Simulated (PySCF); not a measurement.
Spinor energies of V⁺ (vanadium, charge +1)

Start: [Ar] 3d4; 3d5/2 filled at m_j = -1/2, +1/2, +3/2, +5/2. Calculated with PySCF 2.14 in x2c-TZVPall-2c with one added diffuse shell each of s, p, d type (7s8p5d1f, 63 functions): generalised Hartree-Fock with the X2C-1e Hamiltonian and a Gaussian nucleus; one run each with spin-orbit coupling (SO) switched off, then screened by Boettger's factors. This is a chosen level, not necessarily the ground level.

```
spinor shell  electrons  ε, spin-free (eV)  ε, screened SO (eV)  weight of nominal j (screened SO)  rms radius, screened SO (bohr)
       1s1/2          2            -5522.6              -5522.5                              1.000                          0.0768
       2s1/2          2            -658.70              -658.70                              1.000                           0.332
       2p1/2          2            -547.39              -552.27                              0.990                           0.301
       2p3/2          4            -547.39              -545.01                              0.995                           0.304
       3s1/2          2            -89.567              -89.572                              1.000                            1.03
       3p3/2          4            -57.454              -57.699                              0.833                            1.13
       3p1/2          2            -57.454              -56.990                              0.665                            1.12
       3d5/2          4            -15.809              -15.806                              0.694                            1.67
```

```csv
quantity,spin-free,screened SO
E (hartree),-947.89975,-947.90777
M_J,4,4
⟨J²⟩,20.008,20.007
⟨L²⟩,6.008,6.009
⟨S²⟩,6.000,6.000
```

Each row is a mean over spinors that exchange with the open shell spreads, by up to 10.658 eV (3p3/2).

Rows whose weight is well below 1 are mixtures of j = l ± 1/2: exchange outweighs spin-orbit coupling there, and the label is only the starting occupation.

Without spin-orbit coupling the j labels of p, d and f shells carry no meaning; the spin-free column gives the mean over the occupied spinors of each nl shell.
